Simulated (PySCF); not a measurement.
# NMR data sheet: C4H9FO3Si

| Property | Result |
| --- | --- |
| Formula | C4H9FO3Si |
| SMILES | C[C@@H](O[SiH3])[C@H](F)C(=O)O |
| Point group of the computed structure | C1 |
| Degrees of unsaturation | 1 |
| Carbon signals | 4 |
| Proton signals | 5 |

Molfile (atoms numbered from 1):
```
C4H9FO3Si
     RDKit          3D

 18 17  0  0  0  0  0  0  0  0999 V2000
    0.8322    1.5535   -0.5286 C   0  0  0  0  0  0  0  0  0  0  0  0
    0.2460    0.3920   -1.3172 C   0  0  1  0  0  0  0  0  0  0  0  0
    0.7850   -0.8470   -0.9975 O   0  0  0  0  0  0  0  0  0  0  0  0
    1.5791   -1.4233    0.2948 Si  0  0  0  0  0  4  0  0  0  0  0  0
   -1.2942    0.3132   -1.1393 C   0  0  2  0  0  0  0  0  0  0  0  0
   -1.8492    1.5224   -1.4738 F   0  0  0  0  0  0  0  0  0  0  0  0
   -1.6467   -0.0486    0.2962 C   0  0  0  0  0  0  0  0  0  0  0  0
   -1.6402    0.7002    1.2305 O   0  0  0  0  0  0  0  0  0  0  0  0
   -1.9350   -1.3461    0.3901 O   0  0  0  0  0  0  0  0  0  0  0  0
    0.3892    2.4853   -0.8694 H   0  0  0  0  0  0  0  0  0  0  0  0
    0.6298    1.4356    0.5325 H   0  0  0  0  0  0  0  0  0  0  0  0
    1.9067    1.5893   -0.6859 H   0  0  0  0  0  0  0  0  0  0  0  0
    0.4312    0.5566   -2.3901 H   0  0  0  0  0  0  0  0  0  0  0  0
    0.8695   -1.2000    1.5584 H   0  0  0  0  0  0  0  0  0  0  0  0
    1.6083   -2.8235   -0.0907 H   0  0  0  0  0  0  0  0  0  0  0  0
    2.9049   -0.8137    0.4150 H   0  0  0  0  0  0  0  0  0  0  0  0
   -1.7129   -0.4425   -1.8131 H   0  0  0  0  0  0  0  0  0  0  0  0
   -2.1125   -1.5970    1.3118 H   0  0  0  0  0  0  0  0  0  0  0  0
  1  2  1  0
  2  3  1  0
  3  4  1  0
  2  5  1  0
  5  6  1  0
  5  7  1  0
  7  8  2  0
  7  9  1  0
  1 10  1  0
  1 11  1  0
  1 12  1  0
  2 13  1  6
  4 14  1  0
  4 15  1  0
  4 16  1  0
  5 17  1  6
  9 18  1  0
M  END
```

- geometry: GFN2-xTB
- NMR shieldings at PBE0/pcSseg-1/GIAO
- run in PySCF 2.14.0 with density-fitted response routines
- one averaged value for each set of equivalent atoms, a single conformation, no relativistic terms, gas phase

δ = σ(ref) − σ, references computed at the same level: TMS for $^{1}$H (31.72 ppm) and $^{13}$C (186.93 ppm) and $^{29}$Si (349.16 ppm); $^{19}$F (170.95 ppm) against CFCl3; $^{17}$O (336.08 ppm) vs H2O.

| carbon | δC, type | δH (multiplicity) | HMBC from (2–3 bonds) | span of the C tensor (ppm) |
| --- | --- | --- | --- | --- |
| C1 | 14.7, CH3 | 1.62 (d) | H17, H13 | 24 |
| C2 | 73.4, CH | 4.67 (m) | H17, H14/H15/H16, H10/H11/H12 | 62 |
| C5 | 91.3, CH | 5.26 (m) | H13, H10/H11/H12 | 63 |
| C7 | 174.5, C | – | H17, H13 | 172 |

Other nuclei:
| atoms | nucleus | environment | δ (ppm) | σ (ppm) |
| --- | --- | --- | --- | --- |
| H18 | $^{1}$H | hydrogen on an acid hydroxyl oxygen | 6.45 | 25.26 |
| H14/H15/H16 | $^{1}$H | hydrogen on a silicon bonded to O | 4.83 | 26.89 |
| F6 | $^{19}$F | fluorine on an sp3 carbon | -227.7 | 398.7 |
| Si4 | $^{29}$Si | silicon bonded to O, 3 H | -45.9 | 395.0 |
| O8 | $^{17}$O | carbonyl oxygen | 448.0 | -111.9 |
| O9 | $^{17}$O | acid hydroxyl oxygen | 219.9 | 116.1 |
| O3 | $^{17}$O | oxygen bonded to C, Si | 21.5 | 314.6 |

- Carbon types of the structure: 1 × C, 2 × CH, 1 × CH3, leaving 4 H on heteroatoms.
- δC 174.5: carboxylic acid carbon; lone-pair donation from the attached heteroatom keeps it upfield of a ketone carbonyl.
- δC 91.3: sp3 CH bonded to F, α to a carbonyl; the inductive effect lowers its shielding.
- δC 73.4: sp3 CH bonded to O; pulled downfield by the heteroatom.
- δC 14.7: methyl carbon; saturated and bonded to C and H only.
- δH 5.26: hydrogen on an sp3 CH bonded to F, α to a carbonyl; its carbon carries F, hence the downfield position.

OH and NH positions are those of a molecule without intermolecular hydrogen bonds; in solution they move with solvent, concentration and temperature, and exchange usually removes their couplings. Splittings by $^{19}$F in the carbon and heteronuclear signals aren't shown, as no couplings were computed. Shifts are as computed. Against solution values, carbons near 30 ppm lie about +3 ppm off and those near 130 ppm about +5 ppm. Of 1309 compounds with measured shifts, 239 miss one by over three times the rms of a fit or turn the order of signals round; such compounds aren't used in these exercises. In solution the two oxygens of a carboxylic acid exchange roles by proton transfer and give one 17O line. Hydrogen bonding in solution shields acid and N–H amide carbonyl oxygens by tens of ppm. Hydrogen bonding in solution deshields acid and N–H amide carbonyl carbons by as much as 10 ppm beyond these values. Unscaled 19F shifts against computed CFCl3 carry errors that often reach 10 to 50 ppm. Unscaled 17O shifts of doubly bonded oxygen tend to come out too high, by tens of ppm or more. Experimental scales use liquid or dissolved standards, which lie at an offset from isolated H2O (liquid H2O: subtract about 36 ppm). No couplings were computed; multiplicities are counted from neighbouring protons, with m where these are inequivalent, close in shift, in a saturated or five-membered ring or joined by F or P, and br s for small geminal =CH2 splittings.
